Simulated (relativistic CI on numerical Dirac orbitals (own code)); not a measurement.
**One change at a time: Bi53+**

Base calculation: Dirac-Coulomb-Breit CI, separate exchange-only KLI orbitals for each configuration, model QED (radiative potential, 1s self-energy scaled to tabulated hydrogen-like ionisation energies), unscaled Slater integrals.

Configurations in the expansion (outside the closed core [Ar]): 3d10.4s2, 3d10.4s.4p, 3d10.4p2, 3d10.4s.4d, 3d10.4s.4f, 3d10.4d2, 3d10.4p.4d, 3d10.4f2, 3d10.4p.4f, 3d10.4d.4f, 3d10.4s.5s, 3d10.4s.5p, 3d10.4s.5d, 3d10.4s.5f, 3d10.4s.5g, 3d10.4s.6s, 3d10.4s.6p, 3d10.4s.6d, 3d10.4s.6f, 3d9.4s2.4p, 3d10.4s.7s, 3d9.4s2.4d, 3d9.4s2.4f, 3d9.4s2.5s, 3d9.4s2.5p, 3d9.4s2.5d. Double excitations out of closed p, d and f shells are left out; levels of such configurations are missing from the list, as are those of other unlisted configurations, and high levels can miss mixing partners. These lack a partner that the ground configuration has and come out too high: 3d9.4s2.4p, 3d9.4s2.4d, 3d9.4s2.4f, 3d9.4s2.5s, 3d9.4s2.5p.

Variants: (1) configuration mixing switched off. Shifts of the energy above 3d10.4s2 1S_0, in eV, for the lowest level and the first level of each name with at least 55 % of one term (blank where a level changes its place among those of its configuration and J or its character, or is not in the variant):

| Level | Base | Δ(1) |
| --- | --- | --- |
| 3d10.4s2 1S_0 | 0.000 | 0.000 |
| 3d10.4s.4p 3P°_0 | 107.085 | -1.967 |
| 3d10.4s.4p 3P°_1 | 116.091 | -1.335 |
| 3d10.4p2 3P_0 | 245.056 | -2.407 |
| 3d10.4s.4p 3P°_2 | 291.202 | -1.920 |
| 3d10.4s.4p 1P°_1 | 311.722 | -0.091 |
| 3d10.4p2 3P_1 | 421.230 | -1.869 |
| 3d10.4p2 1D_2 | 422.758 | +2.184 |
| 3d10.4s.4d 3D_1 | 482.291 | -1.927 |
| 3d10.4s.4d 3D_2 | 487.482 | -2.623 |
| 3d10.4s.4d 3D_3 | 520.759 | -1.847 |
| 3d10.4s.4d 1D_2 | 530.512 | -1.842 |
| 3d10.4p.4d 3F°_2 | 594.999 | -1.799 |
| 3d10.4p2 3P_2 | 609.903 | -3.631 |
| 3d10.4p2 1S_0 | 619.221 | -1.103 |
| 3d10.4s.4f 3F°_3 | 719.847 | -0.245 |
| 3d10.4s.4f 3F°_2 | 720.030 | -2.414 |
| 3d10.4s.4f 3F°_4 | 729.685 | -1.475 |
| 3d10.4s.4f 1F°_3 | 734.710 | -1.414 |
| 3d10.4p.4d 3P°_0 | 791.858 | -1.936 |
| 3d10.4p.4d 3P°_1 | 793.413 | -1.902 |
| 3d10.4p.4d 3F°_4 | 818.483 | -2.923 |

At this charge energies of transitions that change n are usually good to better than 1 %, and those within a shell (Δn = 0) to a few per cent.

Ionisation energy from the two ground configurations alone: base 3328.86 eV. The NIST ASD value (theoretical) is 3329 eV.

LS names give the leading component of a level, which can be under half, so a name can repeat, a term be missing and a line seem to break the LS rules.
